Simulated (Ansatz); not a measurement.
Match the barriers

Saddle point of GeH5ClO, closed shell (GeH₃Cl ([Cl][GeH3]) + H₂O → GeH₄O ([OH][GeH3]) + HCl; bonds formed: Ge1–O7, Cl2–H6; bonds broken: Ge1–Cl2, H6–O7), PBE0-D4/def2-TZVP structure:

Ge1  (-0.697, -0.462, -0.077)
Cl2  (1.755, -1.200, -0.387)
H3  (-0.809, -0.783, -1.567)
H4  (-0.806, -1.559, 0.975)
H5  (-1.832, 0.569, 0.212)
H6  (1.403, 0.549, 0.234)
O7  (0.551, 1.017, 0.524)
H8  (0.434, 1.869, 0.085)
(Å)

Computed with Ansatz 0.2.0 (basis: def2-TZVPP, with def2-QZVPP for the basis limit); correlated methods freeze the cores. Filled d shells of the heavier atoms are correlated. The def2 sets are not built for correlating such inner shells, so the correlated values are less sure here. Extrapolation: Hartree–Fock as exp(−7.88 √X), correlation as X^−2.97. Four methods, as single points on the PBE0-D4 structures, gave these electronic barriers from the start structure: 15.46, 22.66, 26.75, 32.94 kcal/mol.

(1) The methods were, in alphabetical order, BHLYP-D4, HF, r2SCAN-D4, SPW92. Which gave which? (A judgement: the text doesn't fix the answer.)

No T1 diagnostic of these runs exceeds 0.012.

Answers

(1) The calculation gives: SPW92 15.46; r2SCAN-D4 22.66; BHLYP-D4 26.75; HF 32.94 kcal/mol. For comparison, CCSD(T) at an estimated basis limit (MP2 extrapolated from triple and quadruple zeta, plus CCSD(T) − MP2 in triple zeta) gives 26.51 kcal/mol.

The step is the kind of ligand exchange by which a precursor binds to a hydroxyl group, or is hydrolysed, in atomic layer deposition of oxides.

Labels in which every atom is bracketed show which atoms are joined, not bond orders.

For scale, one of the runs: CCSD(T)/def2-TZVPP, 191 basis functions, launched by `ansatz run in.yaml --threads 4 --pin off --events-out ev --progress --plain --max-ram 9574MiB`. Time: 62 s of wall clock on 4 CPU threads of an Intel Xeon; the host was shared. Peak host memory: 2.1 GiB.
